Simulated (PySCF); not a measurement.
Field gradients at the hydrogen positions

Compound: C₃H₁₁OPSi₂.
Z-matrix (Å and degrees, GFN2-xTB geometry), rows numbered from 1:
```
C 
C   1  1.5299
Si  2  1.9188  1  110.14
P   3  2.2458  2  105.36  1   -60.45
Si  2  1.8944  1  111.59  3   127.11
C   5  1.9178  2  107.60  1   170.82
O   6  1.2050  5  123.93  2     8.86
H   1  1.0889  2  111.11  3   173.11
H   1  1.0906  2  110.73  3    52.99
H   1  1.0882  2  110.78  3   -66.96
H   2  1.0967  1  107.63  3  -115.61
H   3  1.4714  2  108.98  1    53.77
H   3  1.4619  2  112.50  1   174.88
H   4  1.3841  3   95.19  2   -83.59
H   4  1.3822  3   95.00  2  -176.47
H   5  1.4687  2  112.66  1    53.96
H   5  1.4656  2  113.34  1   -71.04
H   6  1.1117  5  117.27  2  -170.99
```

Level: PBE0/pcSseg-1 (PySCF, non-relativistic); Q(2H) = 0.00286 b; rigid geometry, the same for H and D, with no vibrational averaging.

Task: Rank these positions by the coupling χzz of a deuteron there, largest first.
A. H10 (methyl hydrogen)
B. H11 (methine hydrogen)
C. H18 (formyl hydrogen)
D. H14 (P–H hydrogen)
E. H16 (Si–H hydrogen)

Result: A (210 kHz), B (204 kHz), C (178 kHz), D (144 kHz), E (106 kHz).

Task: Give the electric field gradient Vzz (the principal value of largest size), its asymmetry and the 2H coupling at each hydrogen.

Result: 
| atom | bonded to | bond length (Å) | Vzz (au) | η | χzz (kHz) |
| --- | --- | --- | --- | --- | --- |
| H8 | C1 | 1.089 | 0.3125 | 0.02 | 210 |
| H9 | C1 | 1.091 | 0.3039 | 0.03 | 204 |
| H10 | C1 | 1.088 | 0.3123 | 0.03 | 210 |
| H11 | C2 | 1.097 | 0.3039 | 0.01 | 204 |
| H12 | Si3 | 1.471 | 0.1582 | 0.02 | 106 |
| H13 | Si3 | 1.462 | 0.1621 | 0.03 | 109 |
| H14 | P4 | 1.384 | 0.2144 | 0.08 | 144 |
| H15 | P4 | 1.382 | 0.2174 | 0.07 | 146 |
| H16 | Si5 | 1.469 | 0.1583 | 0.02 | 106 |
| H17 | Si5 | 1.466 | 0.1613 | 0.02 | 108 |
| H18 | C6 | 1.112 | 0.2651 | 0.01 | 178 |

Task: Average by the element that carries the hydrogen.

Result: on C: 201 kHz over 5 positions, mean bond length 1.095 Å; on Si: 108 kHz over 4 positions, mean bond length 1.467 Å; on P: 145 kHz over 2 positions, mean bond length 1.383 Å.

Task: How does χzz go with the bond length over the 5 C–H bonds?

Result: A straight-line fit has a slope of -13.2 kHz for each 0.01 Å, with a correlation coefficient of -0.97, over lengths from 1.088 to 1.112 Å. The longer bonds have the smaller couplings here.

Task: Give the 2H NMR doublet splittings at H13 for a magnetic field along the z, y and x axes of the gradient: 3χ/2, 3χ(1 + η)/4, 3χ(1 − η)/4.

Result: With |χ| = 108.9 kHz and η = 0.027: 163, 84 and 79 kHz, to first order and without motion.

One conformer (not necessarily the lowest) at the GFN2-xTB geometry, without solvent, vibrations or thermal averaging. GFN2-xTB bond lengths can be off by several hundredths of an ångström, more for odd bonds, and the gradients follow them. A larger basis could move these couplings by a tenth or more.
